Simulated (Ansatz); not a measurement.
`[OH][InH][OH]` and `[OH][In]([OH])[F]` differ in one atom or group.

Ansatz, PBE0-D4/def2-TZVP geometries, multiplicity 1. Each molecule was computed in one conformer, which needn't be the lowest.

Elements past krypton have def2 core potentials.

```csv
property,`[OH][InH][OH]`
HOMO–LUMO gap (ωB97M-V/def2-TZVPP) / eV,11.08
LUMO energy (ωB97M-V/def2-TZVPP) / eV,0.34
HOMO energy (B3LYP/def2-TZVPP) / eV,-8.01
HOMO–LUMO gap (PBE/def2-TZVPP) / eV,4.72
zero-point energy (PBE0-D4/def2-TZVP) / kJ/mol,84.6
size of the dipole moment (B3LYP/def2-TZVPP) / D,2.29
```

(1) Give the same properties after the change, and the shifts. (An estimate is asked.)

Answers

(1) Ansatz gave: 
| property | `[OH][In]([OH])[F]` | shift |
| --- | --- | --- |
| HOMO–LUMO gap (ωB97M-V/def2-TZVPP) / eV | 11.15 | 0.07 |
| LUMO energy (ωB97M-V/def2-TZVPP) / eV | -0.40 | -0.74 |
| HOMO energy (B3LYP/def2-TZVPP) / eV | -8.81 | -0.80 |
| HOMO–LUMO gap (PBE/def2-TZVPP) / eV | 4.09 | -0.63 |
| zero-point energy (PBE0-D4/def2-TZVP) / kJ/mol | 73.4 | -11.2 |
| size of the dipole moment (B3LYP/def2-TZVPP) / D | 2.10 | -0.19 |

With PBE0 the HOMO falls by 0.81 eV and the LUMO falls by 1.28 eV, so the gap narrows by about 0.47 eV. PBE moves the HOMO by -0.72 eV and ωB97M-V by -0.81 eV. Dipoles are sizes alone; their direction can turn.

B3LYP here is the variant with VWN-RPA as its local correlation; programs differ in this.
